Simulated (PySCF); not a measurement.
Stretching SnF

Set-up: Sn def2-SVPD with ECP28, F def2-SVPD; scalar-relativistic core potentials (PySCF 2.14). Energies in eV from Sn + F in their ground configurations at the same level. State: ²Π (doublet), unpaired electrons π ↑.

All columns are revPBE. A positive dipole means Sn(−)F(+).

| R (Å) | E (eV) | μ (D) | Mulliken charge on Sn (basis-dependent) | HOMO (eV) | LUMO (eV) | Mayer bond order | ⟨S²⟩ |
| --- | --- | --- | --- | --- | --- | --- | --- |
| 1.715 | -3.629 | -1.15 | 0.53 | -3.51 | -3.33 | 0.32 | 0.75 |
| 1.795 | -4.343 | -1.64 | 0.53 | -3.63 | -3.45 | 0.40 | 0.75 |
| 1.874 | -4.750 | -2.12 | 0.54 | -3.76 | -3.58 | 0.46 | 0.75 |
| 1.934 | -4.910 | -2.48 | 0.55 | -3.85 | -3.67 | 0.49 | 0.75 |
| 1.994 | -4.979 | -2.83 | 0.56 | -3.94 | -3.76 | 0.51 | 0.75 |
| 2.054 | -4.980 | -3.18 | 0.57 | -4.04 | -3.85 | 0.52 | 0.75 |
| 2.134 | -4.904 | -3.64 | 0.58 | -4.16 | -3.97 | 0.54 | 0.75 |
| 2.233 | -4.726 | -4.19 | 0.60 | -4.30 | -4.11 | 0.55 | 0.75 |
| 2.353 | -4.445 | -4.83 | 0.62 | -4.47 | -4.28 | 0.56 | 0.75 |
| 2.512 | -4.025 | -5.63 | 0.64 | -4.68 | -4.49 | 0.58 | 0.75 |

A fit through these points gives, at Re = 2.024 Å, μ = -3.01 D and dμ/dR = -5.85 D/Å; the reduced mass is 16.4 u.

**Question.** How strong is the fundamental in the double-harmonic approximation, I = 42.26·(dμ/dR)²/μred km/mol?

**Answer.** I = 42.26·(-5.85)²/16.4 = 88.2 km/mol at revPBE.

Spin–orbit coupling is left out, which matters for elements this heavy, above all for dissociation energies. The state was picked by a PBE0 search and need not be the measured ground state.
